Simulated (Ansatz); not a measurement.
Species: sum formula H₄SiNO₃, charge 0, multiplicity 2. It need not be the lowest isomer of its formula. 
Structure (B3LYP-D3(BJ)/def2-TZVP (Ansatz, a program for electronic structure) minimum search):
SMILES: O[Si]([NH])(O)O
```xyz
9

Si    -0.0174    -0.0099    -0.0027
O      1.4382    -0.3861    -0.6553
O      0.3037     0.5302     1.5128
O     -0.8487     1.1523    -0.7931
N     -1.0188    -1.4280    -0.1555
H      1.4381    -0.9549    -1.4298
H      1.1545     0.2901     1.8887
H     -0.7416     2.0578    -0.4909
H     -1.6222    -1.6290     0.6432
```
Charge 0, spin multiplicity 2.

Parts of the frozen-core correlation energy in cc-pV(D+d)Z (Ansatz, hartree). Frozen orbitals: 9; correlated occupied orbitals by spin: 16 and 15; virtual: 74 and 75. UHF or UKS for open shells. Spin-orbit coupling is left out. Non-relativistic.

```csv
term,value
reference (HF),-570.45716
MP2 opposite-spin,-0.57497
MP2 same-spin,-0.20667
CCSD correlation,-0.81333
(T),-0.01707
T1 diagnostic,0.012
largest doubles amplitude,0.021
<S^2> of the reference,0.757
```
